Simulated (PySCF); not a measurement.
## Stationary points of HfO(OH)₂

Method: PySCF, PBE0, basis Hf def2-TZVP with ECP60, O def2-TZVP, H def2-TZVP (scalar-relativistic core potentials, no spin–orbit coupling, density fitting).

Relaxations began from a few typed shapes. The search is not exhaustive: other isomers or separated fragments can lie lower, and high-lying points may rest on an excited occupation.

```
   spin  group                                              bonds                                                 angles  imaginary modes (cm⁻¹)  ΔE (kJ/mol)  ΔE with ZPE (kJ/mol)
singlet     Cs  Hf–O 1.766 Å, Hf–O 1.962 Å (×2), O–H 0.956 Å (×2)  H–O–Hf 134.1° (×2), O–Hf–O 111.7° (×2), O–Hf–O 114.2°                    none          0.0                   0.0
singlet    C2v  Hf–O 1.769 Å, Hf–O 1.974 Å (×2), O–H 0.955 Å (×2)  H–O–Hf 141.9° (×2), O–Hf–O 117.8° (×2), O–Hf–O 124.3°                     85i          7.6                     –
```

The lowest minimum found is the singlet Cs: Hf–O 1.766 Å, Hf–O 1.962 Å (×2), O–H 0.956 Å (×2); H–O–Hf 134.1° (×2), O–Hf–O 111.7° (×2), O–Hf–O 114.2°.

For the lowest minimum: spin–orbit coupling, left out here, can matter for elements this heavy.
